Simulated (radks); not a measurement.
The numbers below are computed, except where a source is named.
The fluorine anion F- inside a hard spherical wall (all orbitals vanish at R), configuration held at [Ne] and not refilled when levels cross. Level of theory: scalar-relativistic Kohn-Sham, PBEsol, spin-unpolarised, spherical densities, point nucleus (a radial shooting solver on a logarithmic mesh with Libxc functionals). Eigenvalues in eV, with the zero of energy where the potential of the charges vanishes at infinity; a dash marks a level that is unbound or too diffuse for the functional's potential to be trusted. A positive occupied level is held by the wall or, in an anion where self-interaction has pushed it up, behind a barrier. The pressure on the wall is -dE/dV.

| R (bohr) | E (hartree) | kinetic (hartree) | e(1s) | e(2s) | e(2p) | e(3s, empty) | e(3p, empty) | pressure (GPa) |
|---|---|---|---|---|---|---|---|---|
| 20 | -99.60620 | 99.460 | -647.12 | -16.800 | 1.378 | 2.413 | 2.607 | < 0.0001 |
| 12 | -99.60600 | 99.461 | -647.04 | -16.732 | 1.442 | 4.151 | 4.862 | 0.00160 |
| 10 | -99.60561 | 99.462 | -646.96 | -16.660 | 1.511 | 5.082 | 6.184 | 0.00812 |
| 8 | -99.60402 | 99.469 | -646.75 | -16.469 | 1.693 | 6.674 | 8.493 | 0.0581 |
| 7 | -99.60148 | 99.481 | -646.49 | -16.255 | 1.900 | 8.020 | 10.419 | 0.184 |
| 4 | -99.50695 | 99.862 | -642.18 | -13.086 | 5.192 | 22.379 | 28.391 | 18.7 |
| 3.5 | -99.41031 | 100.233 | -639.29 | -11.153 | 7.327 | 30.534 | 37.398 | 53.8 |
| 2.5 | -98.61056 | 103.016 | -623.69 | -1.071 | 18.749 | 71.977 | 78.761 | 687 |
| 2 | -96.93615 | 108.023 | -602.39 | 13.693 | 35.054 | 130.33 | 132.23 | 3300 |
| 1.5 | -91.24635 | 122.094 | -555.98 | 53.159 | 75.275 | 278.00 | 258.41 | 21600 |
